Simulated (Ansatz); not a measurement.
Molecule: sum formula H$_{6}$SiN$_{3}$O (charge 0, doublet). It need not be the lowest isomer of its formula. 
Structure (B3LYP-D3(BJ)/def2-TZVP (Ansatz, a first-principles code) minimum search):
SMILES: [NH][Si](N)(N)O
```xyz
11

Si    -0.0216     0.0059     0.0152
O     -0.5832    -1.4578     0.5331
N     -1.2215     1.2672    -0.0588
N      1.1579     0.6708     1.0451
N      0.5746    -0.3628    -1.5455
H     -0.8424    -1.5149     1.4557
H     -2.1235     0.9543    -0.4223
H      2.0252     0.2214     1.2830
H      1.1122     1.6346     1.3281
H      1.0808     0.3206    -2.0838
H      0.1388    -1.0628    -2.1243
```
Charge 0, spin multiplicity 2.

Computed values are from Ansatz. Valence correlation only, unless marked. UHF or UKS for open shells. Spin-orbit coupling is left out. No relativistic terms. CBS marks a two-point X^-3 extrapolation of the correlation energy; Hartree-Fock from the larger set. [CCSD(T)-MP2]/basis is that difference in the basis named.

| Quantity | Value |
|---|---|
| atomisation energy De | 3957.9 kJ/mol at RI-MP2/CBS(cc-pV(T+d)Z,cc-pV(Q+d)Z)+[CCSD(T)-MP2]/cc-pV(T+d)Z |
| total energy | -532.0478 Eh at RI-MP2/CBS(cc-pV(T+d)Z,cc-pV(Q+d)Z)+[CCSD(T)-MP2]/cc-pV(T+d)Z |
| dipole moment | 0.50 D at CCSD(T)/aug-cc-pV(D+d)Z |
| T1 diagnostic | 0.014 at CCSD/cc-pV(T+d)Z |
